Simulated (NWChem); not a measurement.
System: C3H10Si; SMILES CC(C)[SiH3]

Input file for NWChem:

```
start job
memory heap 200 mb stack 900 mb global 1100 mb
geometry units angstroms noautosym nocenter noautoz
  Si    -0.026544    -1.379836     0.000000
  C      0.391387     0.470955     0.000000
  C     -0.117861     1.159172    -1.266496
  C     -0.117861     1.159172     1.266496
  H      0.537176    -2.048147    -1.215485
  H      0.537176    -2.048147     1.215485
  H     -1.511921    -1.577943     0.000000
  H      1.496909     0.517034     0.000000
  H      0.174163     2.222910    -1.283806
  H     -1.218548     1.124284    -1.327333
  H      0.278718     0.693089    -2.182239
  H      0.278718     0.693089     2.182239
  H      0.174163     2.222910     1.283806
  H     -1.218548     1.124284     1.327333
end
basis spherical
  * library pcsseg-1
end
dft
  xc slater vwn_5
  iterations 150
end
property
  shielding 9 1 2 3 5 7 8 9 10 11
end
task dft property
```

Geometry: optimised at PBE0/def2-SVP. Not confirmed as a minimum by frequencies.

GIAO values for the isolated, static molecule; σ is the absolute isotropic shielding, δ = σ(reference) − σ with the isolated reference molecule computed at the same levels (13C: tetramethylsilane, 1H: tetramethylsilane, 29Si: tetramethylsilane).

Atoms are numbered as in the input.

Q: Predict the main results of this run. (LDA (Slater exchange, VWN5)/pcSseg-1, GIAO.) Quantities: δ Si1 (ppm); δ C2 (ppm); δ C3 (ppm); δ H5 (rotor mean) (ppm); δ H8 (ppm); δ H9 (rotor mean) (ppm).

A: 
| Property | Value |
|---|---|
| δ Si1 (ppm) | -59.3 |
| δ C2 (ppm) | 14.1 |
| δ C3 (ppm) | 21.6 |
| δ H5 (rotor mean) (ppm) | 3.99 |
| δ H8 (ppm) | 1.20 |
| δ H9 (rotor mean) (ppm) | 1.11 |
